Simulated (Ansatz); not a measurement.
Reaction (SMILES): [O]=[W](=[O])=[O] → [O]=[W](=[O])=[O] as doublet, charge -1 (an electron is taken up)

Wanted: adiabatic electron affinity (0 K, with zero-point energies), in eV. Positive where the reaction releases energy. Terms: def2 sets with scalar-relativistic core potentials past Kr; dispersion terms only where a functional's name holds one; LANL2DZ with its own core potentials from Na on; no spin-orbit coupling; UHF or UKS for open shells. First-principles rows: single points at B3LYP-D3(BJ) geometries (Ansatz, a quantum-chemistry and plane-wave program), with unscaled harmonic terms from B3LYP/6-31G* (LANL2DZ past Ar) at its own minima. The spin state of an ion or metal species was assumed, not searched.

```
species                                  coefficient  E at B3LYP/LANL2DZ (Ansatz), Eh  E at wB97X-V/def2-TZVPD (Ansatz), Eh  zero-point energy, kcal/mol
---------------------------------------  -----------  -------------------------------  ------------------------------------  ---------------------------
[O]=[W](=[O])=[O]                                 +1                       -293.54023                            -292.81765                         5.61
[O]=[W](=[O])=[O] as doublet, charge -1           -1                       -293.67851                            -292.94756                         5.06
```

 1 Eh = 27.2114 eV and 1 eV = 23.0605 kcal/mol.

**Question.** Compute it at each level from the table.

**Answer.** 
- B3LYP/LANL2DZ: the sum of coefficient times E is 0.13828 Eh, or 3.763 eV; the thermal terms add 0.024. Result: 3.79 eV.
- wB97X-V/def2-TZVPD: the sum of coefficient times E is 0.12991 Eh, or 3.535 eV; the thermal terms add 0.024. Result: 3.56 eV.
